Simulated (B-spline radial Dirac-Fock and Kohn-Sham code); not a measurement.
**Pt²⁺: input and output of one calculation**

ΔSCF core binding energies without Breit or QED terms, calculated with a radial B-spline solver. Keys: rel is the Hamiltonian (dirac, or spin-free x2c and nr, where L3 and M5 stand for the whole 2p and 3d shells), method is hf or an exchange,correlation pair (spin-unpolarised, also for the hole states), nuc the nuclear model, radius_factor scales its radius, rmax is the box in bohr, h the logarithmic mesh step, order the B-spline order, points the quadrature points per cell, c_factor scales the speed of light, and damp, ndamp, maxit and tol steer the iteration. The run stops when the commutator error falls below 10·tol·max(1, Z/10), or the numerical noise floor, and the energy has settled to about 1e-8 Ha; the virial ratio is −V/T.

Input (task.json):

```json
{"items": [{"Z": 78, "q": 2, "cfg": [[1, 0, 2], [2, 0, 2], [2, 1, 6], [3, 0, 2], [3, 1, 6], [3, 2, 10], [4, 0, 2], [4, 1, 6], [4, 2, 10], [4, 3, 14], [5, 0, 2], [5, 1, 6], [5, 2, 8]], "A": 195, "rrms": 5.427, "do": "settings", "holes": ["K", "L3", "M5"],
  "settings": [{"rel": "dirac", "method": "hf", "nuc": "fermi", "radius_factor": 1.0, "rmax": 45.0, "h": 0.3, "order": 8, "points": 10, "c_factor": 1.0, "maxit": 63, "damp": 0.97, "ndamp": 100, "tol": 1e-08}]}]}
```

Command: `python xray2_run.py task.json out`

Ground-state iterations:

```
iter   energy (Ha)        error
   1   -18432.91523369  2.23e+00
   2   -18433.77983915  1.53e-01
   3   -18433.79844903  1.45e-01
   4   -18433.81487846  1.36e-01
   5   -18433.82938935  1.29e-01
   6   -18433.84221128  1.21e-01
   7   -18433.85354563  1.14e-01
   8   -18433.86356917  1.08e-01
   9   -18433.87243713  1.02e-01
  10   -18433.88028596  9.62e-02
  11   -18433.88723558  9.08e-02
  12   -18433.89339153  8.57e-02
  13   -18433.89884665  8.09e-02
  14   -18433.90368273  7.64e-02
  15   -18433.90797178  7.21e-02
  23   -18433.92883635  4.58e-02
  31   -18433.93707494  2.93e-02
  39   -18433.94045130  1.89e-02
  47   -18433.94190330  1.22e-02
  55   -18433.94256629  9.07e-03
  63   -18433.94289043  6.97e-03
```

The ground state had not converged after 63 iterations, with total energy -18433.94289 Ha, virial ratio 1.87490 and highest orbital energy -31.14 eV. ΔSCF binding energies: K (1s) 78838.1 eV, L3 (2p3/2) 11627.7 eV (not all states converged, so these are not final). Holes are computed only in closed shells, and unreliable hole states are left out.

Q: One setting is unsound. Which, and why?

A: damp is so close to 1 that the orbitals hardly move in each step. With the default settings (Dirac Hartree-Fock): The ground state converged in 10 iterations, with total energy -18433.94331 Ha, virial ratio 1.87485 and highest orbital energy -31.13 eV. ΔSCF binding energies: K (1s) 78838.1 eV, L3 (2p3/2) 11627.7 eV. Holes are computed only in closed shells, and unreliable hole states are left out.
